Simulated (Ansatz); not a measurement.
`FC(F)(F)c1ccc(-c2ccc(-c3ccc(-c4ccc(C(F)(F)F)s4)s3)s2)s1`. Charge 0, multiplicity 3. Geometry PBE-D4/def2-SVP, that of the neutral singlet; atoms count from 1.

```xyz
36

F     2.7830   -8.8241    0.9022
C     1.6998   -8.0168    0.9609
F     0.7474   -8.5451    0.1521
F     1.2082   -8.0731    2.2238
C     2.0644   -6.6206    0.5632
C     3.3042   -6.1643    0.1483
C     3.3074   -4.7768   -0.1456
C     2.0628   -4.1735    0.0413
C     1.7024   -2.7897   -0.1701
C     2.3966   -1.8231   -0.8997
C     1.7660   -0.5584   -0.8977
C     0.5736   -0.5297   -0.1698
C    -0.3330    0.5690    0.0466
C    -1.5314    0.6001    0.7639
C    -2.1560    1.8679    0.7615
C    -1.4512    2.8349    0.0429
C    -1.7727    4.2249   -0.1794
C    -1.0720    5.1836   -0.9127
C    -1.6945    6.4582   -0.9075
C    -2.8677    6.4753   -0.1730
C    -3.7829    7.6390    0.0482
F    -5.0312    7.4025   -0.4274
F    -3.3069    8.7411   -0.5737
F    -3.9215    7.9338    1.3650
S    -3.2189    4.9207    0.5218
S     0.0101    2.1467   -0.6344
S     0.2533   -2.1031    0.5319
S     0.8807   -5.3474    0.5779
H     4.1804   -6.8212    0.0748
H     4.1975   -4.2171   -0.4611
H     3.3272   -2.0439   -1.4390
H     2.1587    0.3236   -1.4227
H    -1.9385   -0.2828    1.2760
H    -3.1056    2.0834    1.2712
H    -0.1330    4.9599   -1.4375
H    -1.3066    7.3461   -1.4224
```

Single mean-field runs in def2-TZVP are fitted with def2-universal-jkfit. At PBE0-D4/def2-TZVP a singlet of charge 0 lies 1.81 eV below the triplet at the same geometry.

(1) Estimate the Mulliken populations of the heavy atoms from the PBE0/def2-TZVP orbitals of Ansatz.

(2) Where does the spin sit?

(3) And the Mayer bond orders between heavy atoms (over 0.3)?

## Answers

(1) 
```tsv
atom	charge (e)	spin (α − β)
F1	-0.16	0.00
C2	0.43	0.00
F3	-0.16	0.00
F4	-0.16	0.00
C5	-0.08	0.18
C6	-0.11	-0.08
C7	-0.26	0.19
C8	0.03	-0.09
C9	0.18	0.34
C10	-0.19	-0.06
C11	-0.18	0.23
C12	0.06	0.13
C13	0.09	0.20
C14	-0.19	0.22
C15	-0.16	-0.03
C16	0.17	0.36
C17	0.00	-0.09
C18	-0.23	0.22
C19	-0.11	-0.10
C20	-0.08	0.20
C21	0.43	0.00
F22	-0.16	0.00
F23	-0.16	0.00
F24	-0.16	0.00
S25	0.03	0.05
S26	-0.05	0.06
S27	-0.03	0.06
S28	0.04	0.04
```
Mulliken values depend strongly on the basis.

(2) Summed by element: F 0.02, C 1.81, S 0.21, H -0.04, of 2 unpaired in all. Largest on single atoms: C16 0.36, C9 0.34, C11 0.23.

(3) F1–C2 1.15 (1.35 Å); C2–F3 1.16 (1.36 Å); C2–F4 1.15 (1.36 Å); C2–C5 1.02 (1.50 Å); C5–C6 1.50 (1.38 Å); C5–S28 1.25 (1.74 Å); C6–C7 1.33 (1.42 Å); C7–C8 1.45 (1.40 Å); C8–C9 0.99 (1.45 Å); C8–S28 1.25 (1.75 Å); C9–C10 1.31 (1.40 Å); C9–S27 1.21 (1.75 Å); C10–C11 1.50 (1.41 Å); C11–C12 1.18 (1.40 Å); C12–C13 1.25 (1.44 Å); C12–S27 1.20 (1.75 Å); C13–C14 1.15 (1.40 Å); C13–S26 1.19 (1.75 Å); C14–C15 1.52 (1.41 Å); C15–C16 1.21 (1.40 Å); C16–C17 1.09 (1.44 Å); C16–S26 1.21 (1.75 Å); C17–C18 1.36 (1.40 Å); C17–S25 1.25 (1.75 Å); C18–C19 1.34 (1.42 Å); C19–C20 1.49 (1.38 Å); C20–C21 1.02 (1.50 Å); C20–S25 1.25 (1.74 Å); C21–F22 1.16 (1.36 Å); C21–F23 1.15 (1.35 Å); C21–F24 1.16 (1.36 Å).
